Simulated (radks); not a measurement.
Task: All-electron atom: Hg in [Hg]. Method: Dirac Kohn-Sham, PBE, spin-unpolarised, spherical densities, finite nucleus; Fermi nuclear charge, rms radius 5.4648 fm; computed with a radial shooting solver on a logarithmic mesh with Libxc functionals. Some entries of the table are withheld. Estimate them.

| orbital | occ. | eigenvalue (hartree) | r(max) (bohr) |
|---|---|---|---|
| 1s1/2 | 2 | -3050.048 | 0.01022 |
| 2s1/2 | 2 | -540.1587 | 0.05937 |
| 2p1/2 | 2 | -518.4191 | 0.04362 |
| 2p3/2 | 4 | -446.8474 | 0.05111 |
| 3s1/2 | 2 | -128.1682 | 0.1670 |
| 3p1/2 | 2 | -118.3373 | 0.1558 |
| 3p3/2 | 4 | -102.4843 | 0.1710 |
| 3d3/2 | 4 | -86.14753 | 0.1330 |
| 3d5/2 | 6 | -82.75045 | 0.1372 |
| 4s1/2 | 2 | -28.17722 | (1) |
| 4p1/2 | 2 | -23.95473 | 0.3742 |
| 4p3/2 | 4 | -20.12707 | 0.4053 |
| 4d3/2 | 4 | -13.21161 | 0.3976 |
| 4d5/2 | 6 | -12.49791 | 0.4071 |
| 5s1/2 | 2 | -4.32895 | 0.8288 |
| 4f5/2 | 6 | -3.60001 | (2) |
| 4f7/2 | 8 | -3.44593 | (3) |
| 5p1/2 | 2 | -2.93545 | 0.8734 |
| 5p3/2 | 4 | -2.26435 | 0.9525 |
| 5d3/2 | 4 | -0.40427 | 1.143 |
| 5d5/2 | 6 | -0.33683 | 1.180 |
| 6s1/2 | 2 | (4) | 2.207 |

Result: 
(1) 4s1/2 r(max) (bohr): 0.3763
(2) 4f5/2 r(max) (bohr): 0.3644
(3) 4f7/2 r(max) (bohr): 0.3689
(4) 6s1/2 eigenvalue (hartree): -0.25076
